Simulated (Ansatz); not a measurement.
One change: `ClC[SiH2]Cl` becomes `N[SiH2]CCl`.

Ansatz, PBE0-D4/def2-TZVP geometries, multiplicity 1. Each molecule was computed in one conformer, which needn't be the lowest.

```
                                                                                  property  `ClC[SiH2]Cl`
ideal-gas entropy at 298 K and 1 bar (rigid rotor, harmonic PBE0-D4/def2-TZVP) / J/(mol·K)            331
                                        size of the dipole moment (ωB97M-V/def2-TZVPP) / D           0.56
                                                         LUMO energy (PBE/def2-TZVPP) / eV          -1.13
                                                        LUMO energy (PBE0/def2-TZVPP) / eV          -0.12
                                                       HOMO–LUMO gap (PBE/def2-TZVPP) / eV           5.90
                                            zero-point energy (PBE0-D4/def2-TZVP) / kJ/mol          124.0
```

Question: What does the change do to each property? (Estimate.)

Answer: Computed: 
```csv
property,`N[SiH2]CCl`,shift
"ideal-gas entropy at 298 K and 1 bar (rigid rotor, harmonic PBE0-D4/def2-TZVP) / J/(mol·K)",334,3
size of the dipole moment (ωB97M-V/def2-TZVPP) / D,1.61,1.05
LUMO energy (PBE/def2-TZVPP) / eV,-0.64,0.49
LUMO energy (PBE0/def2-TZVPP) / eV,0.34,0.46
HOMO–LUMO gap (PBE/def2-TZVPP) / eV,5.42,-0.48
zero-point energy (PBE0-D4/def2-TZVP) / kJ/mol,187.7,63.7
```

With PBE0 the HOMO rises by 0.92 eV and the LUMO rises by 0.46 eV, so the gap narrows by about 0.46 eV. PBE moves the HOMO by 0.97 eV and ωB97M-V by 0.83 eV. The zero-point energy changes by 63.7 kJ/mol with +6 modes. Dipoles are sizes alone; their direction can turn.
